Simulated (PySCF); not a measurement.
**Constants of CsF, step by step**

State: ¹Σ⁺, singlet, closed shell. De refers to Cs + F. RHF-based CCSD(T) in PySCF 2.14 with Cs cc-pwCVDZ-X2C, F aug-cc-pVDZ-DK and Cs cc-pwCVTZ-X2C, F aug-cc-pVTZ-DK (frozen core orbitals: 24; spin-free X2C with a Gaussian nucleus). Correlation energies are extrapolated as n⁻³ (n = 2, 3), Hartree–Fock as (n+1)·exp(−9√n). CV is the change on freezing 23 orbitals instead, in Cs cc-pwCVTZ-X2C, F cc-pCVTZ-DK.

```
         Level  Re (Å)  ωe (cm⁻¹)  ωexe (cm⁻¹)  αe (cm⁻¹)  De (eV)
    CCSD(T)/DZ  2.4241      331.3         1.64    0.00122    4.931
    CCSD(T)/TZ  2.3751      344.6         1.56    0.00114    5.176
        HF/CBS  2.4046      335.0         1.53    0.00110    3.267
       MP2/CBS  2.3638      346.8         1.56    0.00115    5.607
      CCSD/CBS  2.3676      347.6         1.54    0.00112    5.102
   CCSD(T)/CBS  2.3640      348.8         1.55    0.00113    5.272
CCSD(T)/CBS+CV  2.3635      348.9         1.55    0.00113    5.280
```

Task: How much is left between CCSD(T)/TZ and the basis-set limit, and how much do the triples give at the limit?

Result: CCSD(T)/CBS less CCSD(T)/TZ: -11.1 mÅ in Re, +4.2 cm⁻¹ in ωe and +0.096 eV in De. CCSD(T)/CBS less CCSD/CBS: -3.6 mÅ in Re, +1.2 cm⁻¹ in ωe and +0.170 eV in De.

Task: What do the later terms add?

Result: CV: -0.5 mÅ in Re, +0.1 cm⁻¹ in ωe and +0.008 eV in De, each against the row above.

Measured (Huber and Herzberg, Constants of Diatomic Molecules (1979)): Re = 2.345351 Å, ωe = 352.56 cm⁻¹, ωexe = 1.615 cm⁻¹. The last row is off by 18.2 mÅ and -3.6 cm⁻¹.

The T1 diagnostic is 0.016. The open-shell atoms are computed with UHF. Spin–orbit coupling, excitations beyond (T) and corrections to the Born–Oppenheimer picture are left out, and spin–orbit coupling matters for open p, d or f shells this heavy.

The whole job (state search and all basis sets along the bond) took about 7.1 min on 4 threads of Intel Xeon Platinum 8559C (shared host), peak memory 6.5 GiB.
